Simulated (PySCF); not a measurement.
Choosing a molecule for a target property.

Each SMILES stands for a single optimised conformer of the isolated species (atoms past krypton carry core potentials, spin–orbit coupling is left out). Electronic properties by PySCF.

The conformers computed, where there is a choice (atom-mapped SMILES and torsion angles):
- `[BH2:1][BH:2][S:3][CH3:4]`: B1–B2–S3–C4 0°
- `[CH2:1]=[C:2]([SiH3:3])[CH2:4][CH:5]([F:6])[F:7]`: C1–C2–C4–C5 121°, C2–C4–C5–F6 62°

The conformers of `F[C@@H]1CC[C@H](F)[SiH2]1` aren't listed.

Task: Wanted: static isotropic polarisability between 76 au and 100 au (CAM-B3LYP/def2-SVPD) and lowest singlet excitation above 5 eV (TDDFT CAM-B3LYP/def2-SVPD), at PBE0-D3(BJ)/def2-SVP geometries. Which candidate meets both?
A. `C=C([SiH3])CC(F)F` (C4H8F2Si)
B. `C[NH][Sn]([NH]C)([CH2]C)[NH]C` (C5H17N3Sn)
C. `F[C@@H]1CC[C@H](F)[SiH2]1` (C4H8F2Si)
D. `BBSC` (CH6B2S)

Result: A. Computed values:
```csv
species,static isotropic polarisability,lowest singlet excitation
BBSC (CH6B2S),64.1 au,4.71 eV
F[C@@H]1CC[C@H](F)[SiH2]1 (C4H8F2Si),72.9 au,7.12 eV
C=C([SiH3])CC(F)F (C4H8F2Si),78.4 au,6.79 eV
C[NH][Sn]([NH]C)([CH2]C)[NH]C (C5H17N3Sn),126.1 au,5.15 eV
```
